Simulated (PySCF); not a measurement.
H6HfO4Sn, SMILES [OH][Hf]([OH])([OH])[O][SnH3], multiplicity 1.

The structure is a stationary point at PBE-D3(BJ)/def2-SVP. The spin state was assumed, not searched. The def2 effective core potentials stand for the cores of Hf, Sn; spin–orbit coupling is left out. Other conformers were not sampled.

Method: PySCF 2.14.0 with PBE-D3(BJ)/def2-SVP.

Frequencies are harmonic and unscaled.

A small imaginary wavenumber (i) marks a very flat motion, where grid noise or a shallow saddle decides the sign.

Modes within 1.5 cm⁻¹ of each other (mostly degenerate sets) share a row, with their intensities summed.

**Question.** List the normal modes with their intensities. (Estimate from the structure and the level; the computed values follow.)

**Answer.** 
```json
[
 {"mode": "1", "ν (cm⁻¹)": "4i", "IR (km/mol)": "0.0", "moving atoms (share of kinetic energy)": "H 96 %"},
 {"mode": "2–3", "ν (cm⁻¹)": "16", "IR (km/mol)": "1.0", "moving atoms (share of kinetic energy)": "O 84 %"},
 {"mode": "4", "ν (cm⁻¹)": "61", "IR (km/mol)": "0.0", "moving atoms (share of kinetic energy)": "H 88 %, O 12 %"},
 {"mode": "5–6", "ν (cm⁻¹)": "125", "IR (km/mol)": "179.5", "moving atoms (share of kinetic energy)": "H 83 %, O 16 %"},
 {"mode": "7", "ν (cm⁻¹)": "137", "IR (km/mol)": "39.3", "moving atoms (share of kinetic energy)": "O 45 %, H 38 %, Sn 17 %"},
 {"mode": "8–9", "ν (cm⁻¹)": "172", "IR (km/mol)": "0.5", "moving atoms (share of kinetic energy)": "O 58 %, H 32 %, Hf 10 %"},
 {"mode": "10–11", "ν (cm⁻¹)": "174", "IR (km/mol)": "17.1", "moving atoms (share of kinetic energy)": "O 80 %, H 20 %"},
 {"mode": "12", "ν (cm⁻¹)": "205", "IR (km/mol)": "204.8", "moving atoms (share of kinetic energy)": "H 46 %, Sn 30 %, Hf 16 %, O 8 %"},
 {"mode": "13–14", "ν (cm⁻¹)": "237", "IR (km/mol)": "357.0", "moving atoms (share of kinetic energy)": "H 66 %, O 31 %"},
 {"mode": "15", "ν (cm⁻¹)": "250", "IR (km/mol)": "185.6", "moving atoms (share of kinetic energy)": "O 38 %, Hf 30 %, H 17 %, Sn 16 %"},
 {"mode": "16–17", "ν (cm⁻¹)": "496", "IR (km/mol)": "82.9", "moving atoms (share of kinetic energy)": "H 90 %"},
 {"mode": "18", "ν (cm⁻¹)": "656", "IR (km/mol)": "569.8", "moving atoms (share of kinetic energy)": "H 55 %, O 40 %"},
 {"mode": "19–20", "ν (cm⁻¹)": "666", "IR (km/mol)": "193.7", "moving atoms (share of kinetic energy)": "O 77 %, Hf 12 %, H 11 %"},
 {"mode": "21–22", "ν (cm⁻¹)": "676", "IR (km/mol)": "243.6", "moving atoms (share of kinetic energy)": "H 94 %"},
 {"mode": "23", "ν (cm⁻¹)": "698", "IR (km/mol)": "15.7", "moving atoms (share of kinetic energy)": "O 54 %, H 44 %"},
 {"mode": "24", "ν (cm⁻¹)": "867", "IR (km/mol)": "368.8", "moving atoms (share of kinetic energy)": "O 91 %"},
 {"mode": "25", "ν (cm⁻¹)": "1845", "IR (km/mol)": "83.9", "moving atoms (share of kinetic energy)": "H 100 %"},
 {"mode": "26–27", "ν (cm⁻¹)": "1861", "IR (km/mol)": "355.8", "moving atoms (share of kinetic energy)": "H 99 %"},
 {"mode": "28–29", "ν (cm⁻¹)": "3911", "IR (km/mol)": "521.5", "moving atoms (share of kinetic energy)": "H 94 %"},
 {"mode": "30", "ν (cm⁻¹)": "3914", "IR (km/mol)": "122.0", "moving atoms (share of kinetic energy)": "H 94 %"}
]
```
